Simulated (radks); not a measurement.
Problem. These are the eigenvalues of the occupied orbitals of an atom or ion with whole-number occupations (eV). Calculated with a radial shooting solver on a logarithmic mesh with Libxc functionals: Dirac Kohn-Sham, PBE, spin-unpolarised, spherical densities, finite nucleus; Fermi nuclear charge, rms radius of each element as measured or else 0.836 A^(1/3) + 0.57 fm.

orbital  eigenvalue
1s1/2     -53590.34
2s1/2     -8919.278
2p1/2     -8483.439
2p3/2     -7683.236
3s1/2     -1985.073
3p1/2     -1794.784
3p3/2     -1628.606
3d3/2     -1301.321
3d5/2     -1265.033
4s1/2     -392.4956
4p1/2     -317.4090
4p3/2     -280.2859
4d3/2     -156.6133
4d5/2     -149.8925
5s1/2      -48.7834
5p1/2      -28.6374
5p3/2      -23.9651
6s1/2       -3.7456
4f5/2       -3.4853
4f7/2       -2.6111

Which element is it, and in what charge state? The configuration may be excited. Open shells, if any, fill j = l - 1/2 first.

Solution. Z = 66, dysprosium, charge 0: Dy in [Xe] 4f10 6s2. The list shows which subshells hold electrons but not how many an open one holds; the 1s level, -1969.4 hartree, gives Z - s = 62.8 by -(Z - s)^2/2, which with screening and relativity narrows Z to a few neighbours, and the depths of the outer levels then fix element, charge and occupations together.
